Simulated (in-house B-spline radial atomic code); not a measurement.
Ionising As⁷⁺ with different functionals

Computed with a B-spline radial code for spherical atoms: scalar-relativistic (spin-free X2C) Hamiltonian, Fermi nucleus of rms radius 4.0968 fm, spin-polarised at highest spin, spherical fractional occupations for the functionals, the average over the highest-spin determinants for Hartree-Fock. The ionisation energy is the difference of two self-consistent energies, [Ar] 3d8 → [Ar] 3d7, without Breit or QED terms; ε is the level of the shell that loses the electron (its least bound occupied spin orbital). There is no spin-orbit coupling in this Hamiltonian.

Hybrids are left out here: with spherical fractional occupations of an open shell their exact exchange keeps a self-interaction that integer-occupation calculations don't have.

| method | rung | ΔSCF (eV) | -ε(3d) (eV) |
| --- | --- | --- | --- |
| Hartree-Fock | Hartree-Fock | 179.47 | 182.81 |
| LDA VWN5 | LDA | 182.20 | 166.29 |
| LDA PW92 | LDA | 182.19 | 166.28 |
| LDA exchange-only | LDA | 179.74 | 163.91 |
| PBE | GGA | 181.80 | 165.90 |
| PBEsol | GGA | 181.75 | 165.86 |
| BLYP | GGA | 181.69 | 165.79 |
| RPBE | GGA | 181.70 | 165.81 |
| PW91 | GGA | 182.00 | 166.09 |
| BP86 | GGA | 181.93 | 166.01 |
| AM05 | GGA | 181.81 | 165.92 |
| OLYP | GGA | 182.37 | 166.49 |
| TPSS | meta-GGA | 181.61 | 165.74 |
| SCAN | meta-GGA | 181.66 | 166.00 |
| r2SCAN | meta-GGA | 181.74 | 166.07 |
| revTPSS | meta-GGA | 181.40 | 165.56 |

Task: How do they compare with the NIST value?

Result: NIST lists 180 eV ± 2.1 (tabulated theory, ground level to ground level). Errors run from -0.53 to +2.37 eV; all lie within about twice that uncertainty, so the table can't rank the methods. Hartree-Fock also lacks correlation.
